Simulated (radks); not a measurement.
The numbers below are computed, except where a source is named.
Q: Valence configurations of Yb I (all share [Xe]). Code: a radial shooting solver on a logarithmic mesh with Libxc functionals. Model: scalar-relativistic Kohn-Sham, PBE, spin-polarised, spherical densities, finite nucleus; open shells are filled with parallel spins first (spin-orbit coupling, left out, can overturn this in heavy ions); Fermi nuclear charge, rms radius 5.3108 fm. Order these by energy: 4f14 5d1.5 6s0.5; 4f14 5d1 6s1; 4f13 5d1 6s2; 4f14 6s1 6p1; 4f14 5d0.5 6s1.5; 4f13.5 6s2 6p0.5; 4f12.5 5d0.5 6s1.5 6p1.5; 4f13 6s2 6p1; 4f14 6s2; 4f12.5 6s2 6p1.5.

A: From the lowest, in eV above it: 4f14 6s2 0.000; 4f14 5d0.5 6s1.5 1.503; 4f13.5 6s2 6p0.5 1.881; 4f14 6s1 6p1 2.430; 4f14 5d1 6s1 2.773; 4f14 5d1.5 6s0.5 4.455; 4f13 5d1 6s2 4.682; 4f13 6s2 6p1 5.767; 4f12.5 6s2 6p1.5 11.868; 4f12.5 5d0.5 6s1.5 6p1.5 12.076. NIST lists [Xe] 4f14 6s2 as the ground configuration; this level of theory agrees among the configurations tried. The energies are those of spherical high-spin densities, not of single terms.
